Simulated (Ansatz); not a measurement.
Consider the germylene loss: `F[SiH2][O][GeH3]` → `O[SiH2]F` + `[GeH2]`.

Calculated with Ansatz (gas phase, PBE0-D4/def2-TZVP geometries, no zero-point term in ΔE). CCSD(T)/CBS adds triple-zeta CCSD(T) − MP2 to the extrapolated MP2 energy (def2 sets, frozen cores). DFT in def2-TZVPP. For Ge outer-core shells are correlated without core-valence functions, which leaves a few kJ/mol of doubt a bond. Scalar relativity is left out up to krypton. Each species was taken in one conformer, which may not be the lowest.

CCSD(T)/CBS gives +2.14 eV.

(1) Another level gave +2.23 eV. Which?
A. BHLYP-D4/def2-TZVPP
B. B97M-V/def2-TZVPP
C. BLYP/def2-TZVPP
D. revPBE-D4/def2-TZVPP

Largest T1 diagnostic among the species: 0.012.

Answers

(1) B. B97M-V 2.23, revPBE-D4 1.95, BLYP 1.71, BHLYP-D4 2.16 eV.

The D4 term adds +0.12 eV with B3LYP and +0.07 eV with PBE0; it sums over pairs of atoms, weighted by their polarisabilities, and B3LYP, whose exchange is more repulsive, gets the larger term. From BLYP to BHLYP (50 % exact exchange), in def2-TZVPP and without D4, ΔE moves by +0.34 eV.

B3LYP here is the variant with VWN-RPA as its local correlation; programs differ in this.
